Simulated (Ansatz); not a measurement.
Isolated molecules relaxed with PBE0-D4/def2-TZVP in Ansatz; ΔE leaves out vibrations. CCSD(T)/CBS adds triple-zeta CCSD(T) − MP2 to the extrapolated MP2 energy (def2 sets, frozen cores). DFT in def2-TZVPP. Elements past krypton have def2 core potentials. For Br, Sn outer-core shells are correlated without core-valence functions, which leaves a few kJ/mol of doubt a bond. Scalar relativity is left out up to krypton. Each species was taken in one conformer, which may not be the lowest.

Reaction (stannylene formation by 1,1-elimination): `[OH][SnH]([Br])[Br]` → HBr + `[OH][Sn][Br]`

`[OH][SnH]([Br])[Br]`:

Cartesian coordinates in Å:
```
O 1.232 0.227 -1.000
Sn -0.016 -0.016 0.467
Br -1.131 -2.193 0.190
Br -1.761 1.712 0.299
H 0.820 0.186 -1.868
H 0.855 0.084 1.912
```

HBr:

Z-matrix (Å, degrees):
```
Br
H 1 1.420
```

`[OH][Sn][Br]`:

Cartesian coordinates in Å:
```
O -0.046 0.865 0.543
Sn -0.742 -0.769 -0.320
Br 1.494 -1.488 -1.225
H -0.706 1.392 1.002
```

CCSD(T)/CBS gives +0.74 eV.

Q: Another level gave +0.65 eV. Which?
A. RPA@PBE/def2-TZVPP
B. PBE0/def2-TZVPP
C. ωB97M-V/def2-TZVPP
D. r2SCAN0-D4/def2-TZVPP

A: B. PBE0 0.65, ωB97M-V 0.70, RPA@PBE/def2-TZVPP 0.55, r2SCAN0-D4 0.80 eV.

Largest T1 diagnostic among the species: 0.015.

From PBE to PBE0 (25 % exact exchange), in def2-TZVPP and without D4, ΔE moves by +0.21 eV. The D4 term adds +0.13 eV with B3LYP and +0.07 eV with PBE0; it sums over pairs of atoms, weighted by their polarisabilities, and B3LYP, whose exchange is more repulsive, gets the larger term.

B3LYP here is the variant with VWN-RPA as its local correlation; programs differ in this.
